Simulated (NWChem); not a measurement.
# PbSiH₄, singlet; SMILES [SiH3][PbH]

All runs: NWChem. Low-valent species are run as closed-shell singlets; no triplet was tried in these runs. The geometry was optimised at PBE0/def2-SVP. def2 effective core potentials on Pb; no spin-orbit coupling. B3LYP is NWChem's, with the RPA form of VWN correlation. Total energies compare along this basis series because the functional is fixed.

```
level             basis functions  energy (Ha)  highest occupied level (eV)  orbital gap (eV)  dipole (D)  relative time
----------------  ---------------  -----------  ---------------------------  ----------------  ----------  -------------
B3LYP/def2-SVP                 64    -484.7317                        -6.20              2.88        1.87              1
B3LYP/def2-SVPD                88    -484.7345                        -6.23              2.89        1.93              1
B3LYP/def2-TZVP               111    -484.8429                        -6.23              2.88        2.01              2
B3LYP/def2-TZVPP              148    -484.8436                        -6.23              2.88        2.01              5
```

Relative times are rough (shared machine, one core).
